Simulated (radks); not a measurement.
Spherical jellium clusters: N electrons in a uniform positive sphere of charge N and radius rs N^(1/3), rs = 3.73 bohr. Calculated with a radial shooting solver with Libxc functionals: non-relativistic Kohn-Sham, exchange-only LDA, spin-polarised, spherical densities. Levels are named by radial order and angular momentum (1s, 1p, 1d, 2s, ...), and open shells are averaged over m. Each electron was tried in the lowest free levels, single moves between levels near the top were tried too, and the lowest total energy was kept; such a search can miss a lower state. Energies include the self-energy of the background; IP and EA are vertical (highest electron removed, lowest free level filled), at fixed background; spill-out counts the electrons outside the background radius R, and alpha is the static dipole polarisability from linear response (closed shells only). A dash means not computed or, for alpha, an open shell; in EA it means that no bound solution was reached, which is typical of self-interaction and does not show that the anion is unstable. Real open-shell clusters deform, which this model forbids.

\begin{tabular}{lrrrrr}
N & open shells & 2S & E/N (eV) & E(N+1) + E(N-1) - 2E(N) (eV) & spill-out (e) \\ \hline
1 & 1s(up 1, down 0) & 1 & -0.773 & - & 0.43 \\
2 & none & 0 & -0.887 & 0.740 & 0.64 \\
3 & 1p(up 1, down 0) & 1 & -0.679 & -0.720 & 0.97 \\
4 & 1p(up 2, down 0) & 2 & -0.754 & -0.531 & 1.16 \\
5 & 1p(up 3, down 0) & 3 & -0.906 & 0.903 & 1.30 \\
6 & 1p(up 3, down 1) & 2 & -0.857 & -0.587 & 1.47 \\
7 & 1p(up 3, down 2) & 1 & -0.906 & -0.400 & 1.60 \\
8 & none & 0 & -0.992 & 1.225 & 1.71 \\
9 & 1d(up 1, down 0) & 1 & -0.924 & -0.331 & 1.91 \\
10 & 1d(up 2, down 0) & 2 & -0.902 & -0.282 & 2.07 \\
11 & 1d(up 3, down 0) & 3 & -0.909 & -0.242 & 2.21 \\
12 & 1d(up 4, down 0) & 4 & -0.936 & -0.209 & 2.32 \\
13 & 1d(up 5, down 0) & 5 & -0.975 & 0.454 & 2.42 \\
14 & 1d(up 5, down 0) 2s(up 1, down 0) & 6 & -0.975 & 0.275 & 2.67 \\
15 & 1d(up 5, down 1) 2s(up 1, down 0) & 5 & -0.957 & -0.272 & 2.77 \\
16 & 1d(up 5, down 2) 2s(up 1, down 0) & 4 & -0.959 & -0.273 & 2.86 \\
17 & 1d(up 5, down 4) & 1 & -0.976 & -0.239 & 2.84 \\
18 & none & 0 & -1.005 & 0.080 & 2.93 \\
19 & 2s(up 1, down 0) & 1 & -1.026 & 0.353 & 3.09 \\
20 & none & 0 & -1.028 & 0.472 & 3.32 \\
21 & 1f(up 1, down 0) & 1 & -1.007 & -0.167 & 3.43 \\
22 & 1f(up 2, down 0) & 2 & -0.995 & -0.152 & 3.53 \\
23 & 1f(up 3, down 0) & 3 & -0.991 & -0.138 & 3.62 \\
24 & 1f(up 4, down 0) & 4 & -0.994 & - & 3.71 \\
\end{tabular}

All shells are closed at N = 2, 8, 18, 20 (there: 1s2 1p6 1d10 2s2); the second difference of the energy has clear peaks (12 % above both neighbours; the first and last values, which can be the largest, are not judged, and half-filled shells can peak too) at N = 5, 8, 13, 20.
